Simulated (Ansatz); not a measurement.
Mulliken charges of H4OSiTe, SMILES `O[SiH2][TeH]` from ωB97M-V/def2-TZVPP in Ansatz (PBE0-D4/def2-TZVP geometry).

```csv
atom,x (Å),y (Å),z (Å),charge (e)
O1,-1.598,-0.073,-0.492,-0.366
Si2,-0.204,0.570,0.093,0.335
Te3,1.236,-1.090,1.282,-0.101
H4,-1.541,-0.919,-0.938,0.182
H5,0.635,1.156,-0.982,-0.035
H6,-0.622,1.598,1.070,-0.018
H7,2.154,-1.311,-0.079,0.003
```

Q: By hand: the dipole of these point charges (1 e Å = 4.8032 D).

A: Σ q r = (0.107, 0.087, -0.074) e Å, of length 0.157 e Å = 0.75 D.

Q: How does the dipole of the full density compare? (Estimate.)

A: Computed: (0.045, -0.128, -0.189) e Å, 1.12 D; the point charges give 0.67 times that, at 78° from its direction.

Point charges leave out the atoms' own dipoles, such as those of lone pairs, and Mulliken's split depends on the basis, so the two needn't agree.
